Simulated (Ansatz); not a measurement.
`O[SiH2]CC[SiH3]`. Total charge 0; spin multiplicity 1. Geometry: relaxed with PBE0-D4/def2-TZVP. It is one conformer, not always the lowest.

```xyz
15

O    -0.002   -0.508   -2.291
Si   -1.287   -0.421   -1.260
C    -0.992    0.718    0.198
C    -0.029    0.206    1.277
Si    1.767    0.025    0.760
H     0.794   -0.933   -1.966
H    -2.410    0.100   -2.077
H    -1.631   -1.774   -0.730
H    -1.979    0.904    0.641
H    -0.656    1.686   -0.193
H    -0.033    0.880    2.142
H    -0.363   -0.766    1.658
H     2.612   -0.307    1.938
H     2.272    1.275    0.132
H     1.937   -1.081   -0.230
```

Q: What is the dipole moment at ωB97M-V/def2-TZVPP? (An estimate is asked.)

A: The calculation gave: 1.84 D, with components (0.12, 0.13, 1.83) D in this frame, pointing from negative to positive charge.

Q: And with PBE, r2SCAN, B3LYP? (Best estimate.)

A: Computed: PBE 1.80 D, r2SCAN 1.83 D, B3LYP 1.84 D.

Q: Give the Mulliken charges with ωB97M-V, B3LYP, r2SCAN in def2-TZVPP. (An estimate is asked.)

A: The calculation gave: 
| atom | ωB97M-V | B3LYP | r2SCAN |
| --- | --- | --- | --- |
| O1 | -0.40 | -0.40 | -0.42 |
| Si2 | 0.43 | 0.50 | 0.51 |
| C3 | -0.34 | -0.25 | -0.20 |
| C4 | -0.33 | -0.24 | -0.18 |
| Si5 | 0.17 | 0.27 | 0.28 |
| H6 | 0.18 | 0.18 | 0.20 |
| H7 | -0.04 | -0.09 | -0.09 |
| H8 | -0.07 | -0.11 | -0.11 |
| H9 | 0.12 | 0.09 | 0.06 |
| H10 | 0.13 | 0.09 | 0.07 |
| H11 | 0.12 | 0.09 | 0.06 |
| H12 | 0.12 | 0.09 | 0.07 |
| H13 | -0.02 | -0.06 | -0.07 |
| H14 | -0.02 | -0.06 | -0.06 |
| H15 | -0.07 | -0.10 | -0.11 |

B3LYP here is the variant with VWN-RPA as its local correlation; programs differ in this.
